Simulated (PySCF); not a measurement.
(3E)-2-fluoropenta-1,3-diene (C5H7F), SMILES C=C(F)/C=C/C.

The structure is a stationary point at PBE0-D3(BJ)/def2-SVP. The values are those of a single conformer.

The numbers are results of PySCF with PBE0-D3(BJ)/def2-SVP, not measurements.

No scaling factor is applied to the harmonic values.

```
mode  ν (cm⁻¹)  IR (km/mol)  Raman (Å⁴/amu)  depolarisation  moving atoms (share of kinetic energy)
----  --------  -----------  --------------  --------------  --------------------------------------
1          130          1.2             0.4            0.75                          H 60 %, C 36 %
2          181          0.2             0.2            0.74                  C 50 %, F 27 %, H 23 %
3          194          0.5             1.2            0.75                          C 56 %, H 38 %
4          218          0.6             1.6            0.75                          H 65 %, C 34 %
5          377          2.8             3.1            0.37                  C 52 %, F 27 %, H 21 %
6          428          1.0             3.8            0.42                  C 48 %, H 36 %, F 16 %
7          595          0.0             2.3            0.75                          C 57 %, H 41 %
8          613          4.6             7.9            0.36                  C 68 %, H 18 %, F 14 %
9          732          0.0             3.2            0.75                          H 83 %, C 13 %
10         835         20.7             6.5            0.75                          H 67 %, C 33 %
11         864         39.8            15.7            0.75                          H 58 %, C 42 %
12         883         16.7             1.4            0.75                  H 46 %, C 42 %, F 12 %
13         958         23.7             5.0            0.23                  H 41 %, F 30 %, C 28 %
14         985         16.5             2.9            0.50                          H 59 %, C 39 %
15         998         35.7             0.0               –                                  H 93 %
16        1053          0.3             4.0            0.75                          H 60 %, C 40 %
17        1136          1.4             5.2            0.68                          C 61 %, H 39 %
18        1272          1.1            15.6            0.43                          H 77 %, C 23 %
19        1312          0.7            50.6            0.33                          H 77 %, C 23 %
20        1378         62.7             4.3            0.40                          C 58 %, H 34 %
21        1390         23.7            82.1            0.43                          H 65 %, C 34 %
22        1397         13.5             5.0            0.40                          H 68 %, C 32 %
23        1446          9.4            15.9            0.75                                  H 96 %
24        1457          9.4            61.8            0.52                                  H 93 %
25        1717         41.1             5.2            0.22                           C 91 %, H 8 %
26        1775         67.9           533.5            0.29                                  C 92 %
27        3043         21.2           318.1            0.07                                  H 97 %
28        3118          7.8           153.3            0.75                           H 91 %, C 9 %
29        3157          8.0           101.0            0.75                           H 91 %, C 9 %
30        3190          1.6            87.7            0.21                           H 91 %, C 9 %
31        3196          6.7             5.0            0.72                                  H 92 %
32        3201          3.2           111.9            0.12                                  H 94 %
33        3314          0.2            79.0            0.73                          H 89 %, C 11 %
```
